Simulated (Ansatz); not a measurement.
Consider the ligand exchange at the Si–O bond: `FC(F)O[SiH3]` + `C[CH2][AlH][OH]` → `C[CH2][AlH][O][SiH3]` + `OC(F)F`.

Calculated with Ansatz (gas phase, PBE0-D4/def2-TZVP geometries, no zero-point term in ΔE). CBS: MP2 limit from def2 TZ/QZ plus the TZ coupled-cluster correction, frozen cores. DFT in def2-TZVPP. B3LYP here is the variant with VWN-RPA as its local correlation; programs differ in this. One conformer a species, not always the lowest.

Is it downhill or uphill in electronic energy at CCSD(T)/CBS, and by how much? (Best estimate.)

Computed: Downhill: ΔE = -30.1 kJ/mol.

What do these levels give: LDA (SPW92), B3LYP-D4, CAM-B3LYP-D4, B2PLYP, r2SCAN0, CAM-B3LYP, RPA@PBE/def2-TZVPP, CCSD/def2-SVP, CCSD(T)/def2-SVP, MP2/def2-QZVPP, SCS-MP2/def2-QZVPP, CCSD/CBS(def2)? (An estimate is asked.)

Computed: LDA (SPW92) -27.2, B3LYP-D4 -31.9, CAM-B3LYP-D4 -32.2, B2PLYP -30.7, r2SCAN0 -32.4, CAM-B3LYP -30.8, RPA@PBE/def2-TZVPP -29.9, CCSD/def2-SVP -35.6, CCSD(T)/def2-SVP -34.5, MP2/def2-QZVPP -30.2, SCS-MP2/def2-QZVPP -31.3, CCSD/CBS(def2) -31.3 kJ/mol.

Largest T1 diagnostic among the species: 0.012.

In def2-TZVPP, CCSD(T) changes the Hartree–Fock value by +7.4 kJ/mol (the triples alone add +1.3 kJ/mol) and MP2 by +7.9 kJ/mol. At CCSD(T), def2-SVP lies −4.5 kJ/mol from the extrapolated value and def2-TZVPP −1.3 kJ/mol.
